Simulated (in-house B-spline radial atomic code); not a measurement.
**Tb⁶⁺: [Kr] 4d10 4f7 5s2 5p3 9s1 (an excited or competing configuration)**

Level of theory: Dirac-Hartree-Fock, average of configuration, Fermi nucleus of rms radius 5.06 fm; calculated with a radial B-spline atomic code at the basis-set limit.

Effective charges: Z_r = [3n² - l(l+1)]/(2<r>) from the radius, Z_e = n√(-2ε) from the energy, and Slater's rules. Values are occupation-weighted means over j. An effective charge above Z reflects the relativistic contraction of the inner shells.

```
shell  electrons   ε (eV)  <r> (bohr)    Z_r    Z_e  Slater
   1s          2   -52411      0.0215  69.76  62.07   64.70
   2s          2  -8896.2     0.09088  66.02  51.14   60.85
   2p          6  -7939.4     0.08059  62.04  48.31   60.85
   3s          2  -2107.9      0.2381  56.69  37.34   53.75
   3p          6  -1803.7      0.2368  52.78  34.54   53.75
   3d         10  -1392.7      0.2163  48.55  30.35   43.85
   4s          2  -525.51      0.5399  44.45  24.86   37.25
   4p          6  -421.53      0.5706  40.31  22.26   37.25
   4d         10  -272.53      0.6175  34.01  17.90   25.85
   5s          2  -145.43       1.236  30.34  16.35   14.35
   5p          3  -117.54        1.37  26.65  14.70   14.35
   4f          7  -115.31      0.7363  24.45  11.64   16.90
   9s          1  -16.089       8.922  13.62   9.79    7.00
```

The least bound orbital is 9s1/2 at -16.09 eV, and it is also the most diffuse (<r> = 8.922 bohr).

Spin-orbit splittings of the orbital energies (j = l + 1/2 above j = l - 1/2 when positive): 2p 748.5 eV, 3p 157.5 eV, 3d 33.93 eV, 4p 35.65 eV, 4d 6.58 eV, 5p 6.201 eV, 4f 0.9046 eV.

For the 1s electron the small component carries 5.88 % of the norm, the zero-frequency Breit interaction raises the level by 158.7 eV, self-energy by 95.39 eV, and vacuum polarisation lowers it by 15.78 eV.
